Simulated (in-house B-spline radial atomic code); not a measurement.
KLI/ALDAx excitations of O V (O4+)

Method: KLI/ALDAx. Computed with an all-electron radial atomic-structure program (B-spline basis): linear response of the closed shell [He] 2s2 with the adiabatic LDA exchange kernel on the exchange-only KLI potential; non-relativistic, point nucleus, no spin-orbit coupling, no double excitations, S, P, D and F terms only.

Command:
```bash
python run_td.py task.json out
```
Settings (radii: box in bohr, nucleus in fm):
```
Z                        8
electrons                4
configuration            [He] 2s2
hamiltonian              nr
method                   kli
box_radius               19.1
intervals                66
```

Time taken, with all properties: 1 thread of Intel(R) Xeon(R) 6975P-C (Granite Rapids) (shared host).

The lowest states, in the order of their Tamm-Dancoff energies; the method's threshold (minus the highest occupied level) is 111.29 eV. Labels give the largest channel, * marks a mixed state, and oscillator strengths are full-response dipole values. Semilocal kernels can invert the small singlet-triplet splittings of Rydberg terms. Energies in eV:

```json
{"state": "2s → 2p 3P", "full response": "7.560", "Tamm-Dancoff": "8.797", "oscillator strength": "-"}
{"state": "2s → 2p 1P", "full response": "?", "Tamm-Dancoff": "?", "oscillator strength": "?"}
{"state": "2s → 3s 3S", "full response": "?", "Tamm-Dancoff": "?", "oscillator strength": "-"}
{"state": "2s → 3s 1S", "full response": "67.70", "Tamm-Dancoff": "67.73", "oscillator strength": "-"}
{"state": "2s → 3p 3P", "full response": "69.03", "Tamm-Dancoff": "69.05", "oscillator strength": "-"}
{"state": "2s → 3p 1P", "full response": "69.88", "Tamm-Dancoff": "69.88", "oscillator strength": "0.418"}
{"state": "2s → 3d 3D", "full response": "71.14", "Tamm-Dancoff": "71.18", "oscillator strength": "-"}
{"state": "2s → 3d 1D", "full response": "72.71", "Tamm-Dancoff": "72.72", "oscillator strength": "-"}
{"state": "2s → 4s 3S", "full response": "86.89", "Tamm-Dancoff": "86.90", "oscillator strength": "-"}
{"state": "2s → 4s 1S", "full response": "87.60", "Tamm-Dancoff": "87.61", "oscillator strength": "-"}
{"state": "2s → 4p 3P", "full response": "88.32", "Tamm-Dancoff": "88.32", "oscillator strength": "-"}
{"state": "2s → 4p 1P", "full response": "88.59", "Tamm-Dancoff": "88.59", "oscillator strength": "0.124"}
{"state": "2s → 4d 3D", "full response": "89.20", "Tamm-Dancoff": "89.21", "oscillator strength": "-"}
{"state": "2s → 4f 3F", "full response": "89.68", "Tamm-Dancoff": "89.69", "oscillator strength": "-"}
{"state": "2s → 4d 1D", "full response": "89.75", "Tamm-Dancoff": "89.75", "oscillator strength": "-"}
{"state": "2s → 4f 1F", "full response": "89.76", "Tamm-Dancoff": "89.76", "oscillator strength": "-"}
```

Where does 2s → 3s 3S lie?

At 65.44 eV in full response, 65.46 eV in Tamm-Dancoff.

Where does 2s → 2p 1P lie?

At 18.539 eV in full response, 19.650 eV in Tamm-Dancoff, oscillator strength 0.493.

How large is the singlet-triplet splitting of 2s → 2p (P terms) in Tamm-Dancoff?

10.9 eV, from the unrounded values.

What polarisabilities and dispersion coefficient does the method give?

Dipole 1.167 bohr³, quadrupole 0.5155 bohr⁵, C6 0.7918 hartree·bohr⁶ for two such species.
